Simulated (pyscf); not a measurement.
## H₃C–O–Ti(=O)–OH, singlet

Gas-phase minimum from PySCF at ωB97X-D3(BJ)/def2-SVP, one conformer. 

SMILES: C[O][Ti]([OH])=[O]
```xyz
9

C     -1.8741    -0.3434    -0.2062
O     -0.5785    -0.8505    -0.0777
Ti     0.9991    -1.0884    -0.9258
O      1.1201    -0.5596    -2.4203
O      2.4775    -1.8114    -0.1505
H     -2.0468     0.0932    -1.2075
H     -2.6182    -1.1436    -0.0447
H     -2.0571     0.4408     0.5498
H      3.3719    -1.9471    -0.4773
```

Bond lengths (Å): C1–O2 1.397, C1–H6 1.106, C1–H7 1.105, C1–H8 1.105, O2–Ti3 1.807, Ti3–O4 1.590, Ti3–O5 1.819, O5–H9 0.962. Angles (°): O2–C1–H6 111.8, O2–C1–H7 110.4, O2–C1–H8 110.4, H6–C1–H7 108.3, H6–C1–H8 108.3, H7–C1–H8 107.6, C1–O2–Ti3 144.5, O2–Ti3–O4 117.6, O2–Ti3–O5 124.2, O4–Ti3–O5 118.1, Ti3–O5–H9 131.8.

Properties at ωB97X-D3(BJ)/def2-SVP:

* **Harmonic wavenumbers, unscaled**: 16, 82, 83, 198, 209, 275, 483, 530, 626, 791, 1143, 1182, 1185, 1230, 1480, 1482, 1483, 3024, 3112, 3120, 3948 cm⁻¹
* **Zero-point energy**: 36.7 kcal/mol
* **Rotational symmetry number**: 1
* **Entropy of this conformer at 298 K and 1 atm, rigid rotor and harmonic oscillator, modes under 100 cm⁻¹ raised to 100**: 355.9 J/(mol K)
* **Dipole moment**: 0.94 D

Single-point totals, which compare only within one level:

| level | total energy (hartree) |
|---|---|
| ωB97X-D3(BJ)/def2-TZVP | -1115.92738 |
| PBE/def2-TZVP | -1115.41636 |
| r²SCAN/def2-TZVP | -1115.75430 |
| B3LYP-D3(BJ)/def2-TZVP | -1115.93792 |
| PBE0-D3(BJ)/def2-TZVP | -1115.41449 |
| M06-2X/def2-TZVP | -1115.73795 |
| ωB97M-D3(BJ)/def2-TZVP | -1115.98589 |

The lowest mode is so soft that the shape along it may change with the basis. Soft torsions are taken as harmonic, which can shift the entropy by several J/(mol K).
